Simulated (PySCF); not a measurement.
FH₅OSi₃, SMILES [SiH]1(F)[SiH2]O[SiH2]1.

Geometry optimised at PBE-D3(BJ)/def2-SVP. The structure was generated by enumeration, and PubChem lists no compound with its InChIKey, so it may never have been made.

Method: SMD-ωB97X/def2-SVP in PySCF.

Solvation free energies are E(SMD) − E(gas) at the gas-phase geometry, for 1 M in both phases. In vacuum the dipole moment is 0.91 D.

```json
[
 {"solvent": "water", "ΔG(solv) (kcal/mol)": "-0.4", "its non-electrostatic (CDS) part": "3.6", "dipole (D)": "1.29"},
 {"solvent": "N,N-dimethylformamide", "ΔG(solv) (kcal/mol)": "-2.4", "its non-electrostatic (CDS) part": "0.3", "dipole (D)": "1.20"},
 {"solvent": "n-hexane", "ΔG(solv) (kcal/mol)": "[?]", "its non-electrostatic (CDS) part": "[?]", "dipole (D)": "[?]"}
]
```

Fill in the missing entries. (An estimate is asked for; the answer gives what the named calculation found.)


- n-hexane, ΔG(solv) (kcal/mol): -1.7
- n-hexane, its non-electrostatic (CDS) part: -0.7
- n-hexane, dipole (D): 1.00
